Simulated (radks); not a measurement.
All-electron atom: In VI in [Kr] 4d7 5s1 (not the ground configuration).

Method: scalar-relativistic Kohn-Sham, PBEsol, spin-unpolarised, spherical densities, finite nucleus; Fermi nuclear charge, rms radius 4.6156 fm; computed with a radial shooting solver on a logarithmic mesh with Libxc functionals.

Energy parts (eV):
| part | energy |
|---|---|
| total | -159760.621 |
| kinetic | 166513.950 |
| electron-nucleus | -383026.376 |
| Hartree | 60945.135 |
| exchange-correlation | -4193.329 |

Orbitals (lengths in bohr, moments of r in powers of bohr):
\begin{tabular}{lrrr}
orbital & occ. & eigenvalue (eV) & <1/r> \\ \hline
1s & 2 & -27816.69 & 51.83 \\
2s & 2 & -4232.857 & 11.81 \\
2p & 6 & -3808.160 & 11.38 \\
3s & 2 & -866.1198 & 4.181 \\
3p & 6 & -727.0456 & 3.983 \\
3d & 10 & -511.0929 & 3.756 \\
4s & 2 & -194.0012 & 1.662 \\
4p & 6 & -151.5574 & 1.519 \\
4d & 7 & -88.9514 & 1.254 \\
5s & 1 & -60.7712 & 0.6838 \\
5p & 0 & -49.5249 & 0.6056 \\
6s & 0 & -29.4149 & 0.3652 \\
\end{tabular}

The highest occupied level is 5s at -60.771 eV. The electron density at the nucleus is 1.793e+05 e/bohr^3 (large components only). The density falls to 0.001 e/bohr^3 at r = 3.09 bohr. Summed over all electrons, <r^2> = 22.71 bohr^2, which gives a Langevin (diamagnetic) susceptibility term of -18 x 10^-6 cm^3/mol.
